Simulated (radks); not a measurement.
The numbers below are computed, except where a source is named.
Neutral cobalt, configuration [Ar] 3d8 4s1 (not the ground configuration).

Code: a radial shooting solver on a logarithmic mesh with Libxc functionals. Model: Dirac Kohn-Sham, LDA (Slater exchange, Perdew-Wang correlation), spin-unpolarised, spherical densities, point nucleus; open shells are shared between the two j in proportion to 2j + 1.

Energy parts (eV):
total: -37847.129
kinetic: 38397.409
electron-nucleus: -90932.746
Hartree: 16243.369
exchange-correlation: -1555.162

Orbitals (lengths in bohr, moments of r in powers of bohr; <r^-3> diverges for s and p1/2; r(90%) holds 90 % of the orbital's charge):
| orbital | occ. | eigenvalue (eV) | <r^2> | <r^-3> | r(90%) |
|---|---|---|---|---|---|
| 1s1/2 | 2 | -7570.272 | 0.004260 | - | 0.101 |
| 2s1/2 | 2 | -891.5067 | 0.07732 | - | 0.397 |
| 2p1/2 | 2 | -773.8487 | 0.06122 | - | 0.366 |
| 2p3/2 | 4 | -759.0558 | 0.06282 | 534.3 | 0.370 |
| 3s1/2 | 2 | -97.0742 | 0.7013 | - | 1.17 |
| 3p1/2 | 2 | -62.0890 | 0.7897 | - | 1.27 |
| 3p3/2 | 4 | -60.2481 | 0.8098 | 66.91 | 1.28 |
| 3d3/2 | 3.2 | -4.6047 | 1.983 | 5.447 | 2.15 |
| 4s1/2 | 1 | -4.6008 | 11.04 | - | 4.75 |
| 3d5/2 | 4.8 | -4.4298 | 2.031 | 5.316 | 2.18 |

The highest occupied level is 3d5/2 at -4.430 eV. Summed over all electrons, <r^2> = 33.90 bohr^2, which gives a Langevin (diamagnetic) susceptibility term of -26.8 x 10^-6 cm^3/mol.
